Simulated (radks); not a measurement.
All-electron atom: Sc4+ in [Ne] 3s2 3p5 (the NIST ground configuration). Method: Dirac Kohn-Sham, BLYP, spin-unpolarised, spherical densities, point nucleus; open shells are shared between the two j in proportion to 2j + 1; speed of light set to 13703.6 atomic units (100 times the physical value, a model run); computed with a radial shooting solver on a logarithmic mesh with Libxc functionals.

Unscreened Slater integrals over Kohn-Sham orbitals (hartree). Large and small components are both included.

| integral | value |
|---|---|
| F0(3p3/2,3p3/2) | 0.82598 |
| F2(3p3/2,3p3/2) | 0.41835 |
| F0(3p3/2,3p1/2) | 0.82598 |
| G2(3p3/2,3p1/2) | 0.41836 |
| F0(3p3/2,3s1/2) | 0.84552 |
| G1(3p3/2,3s1/2) | 0.56451 |
| F0(3p3/2,2p3/2) | 1.1167 |
| F2(3p3/2,2p3/2) | 0.22208 |
| G0(3p3/2,2p3/2) | 0.088598 |
| G2(3p3/2,2p3/2) | 0.091722 |
| F0(3p1/2,3p1/2) | 0.82598 |
| F0(3p1/2,3s1/2) | 0.84553 |
| G1(3p1/2,3s1/2) | 0.56451 |
| F0(3p1/2,2p3/2) | 1.1167 |
| G2(3p1/2,2p3/2) | 0.091722 |
| F0(3s1/2,3s1/2) | 0.86699 |
| F0(3s1/2,2p3/2) | 1.1491 |
| G1(3s1/2,2p3/2) | 0.096022 |
| F0(2p3/2,2p3/2) | 2.9677 |
| F2(2p3/2,2p3/2) | 1.3906 |
